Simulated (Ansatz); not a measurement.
Two structures of SiH5O2F, singlet, reached by relaxing down either side of one saddle point (PBE0-D4/def2-TZVP). Energies are electronic, without zero-point energy. Computed with Ansatz 0.2.0 (basis: def2-TZVPP and def2-QZVPP); correlated methods freeze the cores. Extrapolation: Hartree–Fock as exp(−7.88 √X), correlation as X^−2.97. First:

```
atom    x (Å)    y (Å)    z (Å)
 Si1  -0.7025  -0.6353   0.0968
  O2   0.4549  -0.0105   1.1305
  H3  -0.0845  -1.8853  -0.3918
  H4  -1.9644  -0.8507   0.8359
  O5  -1.0453   0.4149  -1.1017
  H6   1.5638   0.6506   0.0382
  F7   1.9148   0.9512  -0.7861
  H8   0.1538   0.6265   1.7826
  H9  -0.2907   0.7386  -1.6046
```

Second:

Si1  (-0.474, -0.077, -0.598)
O2  (1.075, -0.255, 1.896)
H3  (0.141, -1.418, -0.547)
H4  (-1.399, 0.258, 0.496)
O5  (-1.357, 0.101, -1.964)
H6  (1.595, 0.433, 1.471)
F7  (0.727, 0.993, -0.621)
H8  (0.676, 0.165, 2.661)
H9  (-0.985, -0.201, -2.793)
(Å)

(1) Which bonds change from the first to the second?

(2) Give the saddle point's structure and its height above each. (Judge from chemistry; the value comes from the calculation.)

T1 diagnostic: at most 0.012.

Answers

(1) SiH₄O₂ ([OH][SiH2][OH]) + HF → SiH₃OF ([OH][SiH2][F]) + H₂O; bonds formed: Si1–F7, O2–H6; bonds broken: Si1–O2, H6–F7.

(2) Computed: 100.8 kJ/mol above the first and 122.9 kJ/mol above the second (CCSD(T) at an estimated basis limit (MP2 extrapolated from triple and quadruple zeta, plus CCSD(T) − MP2 in triple zeta)).
```xyz
9
angstrom
Si -0.3753 -0.5066 -0.1225
O 0.5932 0.1395 1.2867
H 0.1913 -1.8020 -0.5395
H -1.5553 -0.8204 0.7358
O -1.1203 0.5176 -1.1607
H 1.2807 0.4878 0.5197
F 1.3399 0.2843 -0.7563
H 0.1666 0.7982 1.8432
H -0.5208 0.9017 -1.8066
```

Steps of this kind, hydrogen fluoride cutting a network bond, underlie vapour etching and the fluorination step of atomic layer etching.

Labels in which every atom is bracketed show which atoms are joined, not bond orders.

For scale, one of the runs: CCSD(T)/def2-TZVPP, 205 basis functions, launched by `ansatz run in.yaml --threads 4 --pin off --events-out ev --progress --plain --max-ram 9574MiB`. Hardware: 4 CPU threads of an Arm Neoverse V1, shared host. Wall time 67 s; peak host memory 2.8 GiB.
